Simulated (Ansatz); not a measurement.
GaH₇OSi₂, SMILES `[SiH3][O][GaH][SiH3]`. Total charge 0; spin multiplicity 1. All single points use the PBE0-D4/def2-TZVP geometry. It is one conformer, not always the lowest.

```xyz
11

Si    1.990    0.687    0.254
O     1.382   -0.797   -0.034
Ga   -0.246   -1.515   -0.266
Si   -2.082    0.043   -0.140
H     2.753    0.691    1.531
H     2.901    1.094   -0.850
H     0.899    1.703    0.358
H    -0.182   -3.057   -0.515
H    -1.934    1.088   -1.189
H    -3.387   -0.645   -0.339
H    -2.095    0.708    1.190
```

(1) What is the dipole moment at r2SCAN/def2-TZVPP? (Estimate.)

(2) And with PBE, B3LYP, ωB97M-V? (Best estimate.)

(3) Give the Mulliken charges with r2SCAN, PBE, ωB97M-V in def2-TZVPP. (Best estimate.)

Results:

(1) Computed: 1.43 D, with components (-1.37, -0.37, -0.16) D in this frame, pointing from negative to positive charge.

(2) Ansatz gave: PBE 1.35 D, B3LYP 1.47 D, ωB97M-V 1.52 D.

(3) The calculation gave: 
```tsv
atom	r2SCAN	PBE	ωB97M-V
Si1	0.45	0.33	0.32
O2	-0.45	-0.35	-0.45
Ga3	0.40	0.32	0.33
Si4	0.07	0.01	-0.03
H5	-0.09	-0.07	-0.05
H6	-0.09	-0.07	-0.05
H7	-0.09	-0.07	-0.06
H8	-0.05	-0.02	-0.01
H9	-0.04	-0.02	0.00
H10	-0.05	-0.03	-0.01
H11	-0.04	-0.02	0.00
```

B3LYP here is the variant with VWN-RPA as its local correlation; programs differ in this.
